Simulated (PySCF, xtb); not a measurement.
CH₇FOSi₂, SMILES C[SiH](F)O[SiH3].

Coordinates come from a PBE0-D3(BJ)/def2-SVP optimisation. One conformer was computed; it need not be the lowest.

Computed with IEF-PCM-B3LYP/def2-SVP in PySCF.

The values are the electrostatic part of the solvation free energy, E(continuum) − E(gas) at the gas-phase geometry, in a cavity of scaled van der Waals radii (PySCF's table); cavitation and dispersion terms are not included. In vacuum the orbital gap is 8.78 eV. The dipole moment in vacuum is 1.60 D.

Task: Estimate the values in water (ε = 78.36), chloroform (ε = 4.71), acetone (ε = 20.49). (The exact figures need the calculation; the answer reports its results.)

Result: 
```
solvent         ε  ΔG(elec) (kcal/mol)  dipole (D)  gap (eV)
----------  -----  -------------------  ----------  --------
water       78.36                 -2.2        1.96      8.78
chloroform   4.71                 -1.6        1.85      8.78
acetone     20.49                 -2.1        1.94      8.78
```

For comparison, GFN2-xTB/ALPB(water) (xtb, at the GFN2-xTB geometry, all terms of that model) gives 0.8 kcal/mol.
